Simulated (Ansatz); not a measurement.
ClF3Ge, SMILES `[F][Ge]([F])([F])[Cl]`, relaxed with RKS PBE-D4/def2-SVP in the Gaussian-basis code of Ansatz from a rough embedded geometry. The force threshold is 0.03 eV/Å; the program also tests the step.

Charge 0, multiplicity 1.

Start:

```xyz
5

F    -0.339    1.757   -0.053
Ge    0.029    0.054    0.052
F     1.674   -0.152   -0.424
F    -0.113   -0.543    1.668
Cl   -1.251   -1.116   -1.242
```

Problem. How much energy does the relaxation release, and in how many steps? (An estimate is asked.)

Solution. The calculation gave: 3.50 kJ/mol, in 3 steps.

Problem. Which bonds change most? (Estimate.)

Solution. Ansatz gave: Ge2–Cl5 from 2.163 to 2.120 Å; F1–Ge2 from 1.745 to 1.726 Å; Ge2–F4 from 1.729 to 1.726 Å; Ge2–F3 from 1.725 to 1.726 Å.

Problem. Give the relaxed structure. (Estimate.)

Solution. The calculation gave: 
```xyz
5

F    -0.351    1.709   -0.025
Ge    0.030    0.026    0.030
F     1.684   -0.153   -0.430
F    -0.118   -0.493    1.669
Cl   -1.246   -1.089   -1.245
```
